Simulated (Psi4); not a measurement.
boroxine (H3B3O3), singlet, at a GFN2-xTB geometry. Base run: CCSD(T)/def2-SVP in Psi4.

Input for Psi4:
```
memory 2 GB

molecule {
0 1
  B    -0.62995984    1.18044110    0.24926454
  O    -1.34098568    0.02127528    0.22114647
  B    -0.71277475   -1.15913808   -0.02782965
  O     0.62913932   -1.17890358   -0.24893988
  B     1.34273459   -0.02130303   -0.22143489
  O     0.71184636    1.15762830    0.02779340
  H    -1.17144101    2.19508773    0.46351956
  H    -1.32543937   -2.15547372   -0.05175059
  H     2.49688038   -0.03961402   -0.41176897
}

set basis def2-svp
set freeze_core true

energy('ccsd(t)')
print_variables()
```

The base run was repeated with changes; each row names its change, and settings that it needs were set with it.

```json
[
 {"change": "base", "ΔE vs base (kcal/mol)": "0.000", "MP2 correlation (Eh)": "-0.76584", "basis functions": "99", "core-seconds (rough)": "40"},
 {"change": "method = fno-ccsd(t)", "ΔE vs base (kcal/mol)": "0.000", "MP2 correlation (Eh)": "-0.76584", "basis functions": "99", "core-seconds (rough)": "80"},
 {"change": "method = ccsd", "ΔE vs base (kcal/mol)": "13.68", "MP2 correlation (Eh)": "-0.76584", "basis functions": "99", "core-seconds (rough)": "20"},
 {"change": "method = mp3", "ΔE vs base (kcal/mol)": "22.15", "MP2 correlation (Eh)": "-0.76572", "basis functions": "99", "core-seconds (rough)": "6"},
 {"change": "method = dlpno-mp2", "ΔE vs base (kcal/mol)": "33.66", "MP2 correlation (Eh)": "-0.76560", "basis functions": "99", "core-seconds (rough)": "6"},
 {"change": "method = mp4", "ΔE vs base (kcal/mol)": "-0.89", "MP2 correlation (Eh)": "-0.76584", "basis functions": "99", "core-seconds (rough)": "50"},
 {"change": "method = qcisd(t)", "ΔE vs base (kcal/mol)": "-0.66", "MP2 correlation (Eh)": "-0.76584", "basis functions": "99", "core-seconds (rough)": "60"},
 {"change": "method = mp2", "ΔE vs base (kcal/mol)": "33.59", "MP2 correlation (Eh)": "-0.76572", "basis functions": "99", "core-seconds (rough)": "3"}
]
```
